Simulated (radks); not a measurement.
Results of a calculation; reference values are marked as such.
The mean radii <r> (bohr) of the occupied orbitals of an atom or ion are listed with their occupations. Level of theory: scalar-relativistic Kohn-Sham, LB94 model potential, spin-polarised, spherical densities, finite nucleus; Fermi nuclear charge, rms radius of each element as measured or else 0.836 A^(1/3) + 0.57 fm (a radial shooting solver on a logarithmic mesh with Libxc functionals).

orbital  occ.      <r>
1s down     1  0.01630
1s up       1  0.01630
2s down     1  0.06865
2s up       1  0.06865
2p down     3  0.06222
2p up       3  0.06222
3s up       1   0.1771
3s down     1   0.1769
3p up       3   0.1785
3p down     3   0.1784
3d up       5   0.1617
3d down     5   0.1615
4s up       1   0.3819
4s down     1   0.3823
4p up       3   0.4028
4p down     3   0.4034
4d up       5   0.4138
4d down     5   0.4147
4f up       7   0.4040
4f down     1   0.4048

Name the element and its charge. Open shells, if any, are filled with parallel spins first.

Answer. Z = 81, thallium, charge +27: Tl27+ in [Kr] 4d10 4f8. The 1s radius gives Z: for a bare nucleus <r> = (2 gamma + 1)/(2Z) with gamma = sqrt(1 - (Z/c)^2), 0.01613 bohr for Z = 81, and screening makes it slightly larger (0.01630 here). The occupations add up to 54, and the charge is Z minus that.
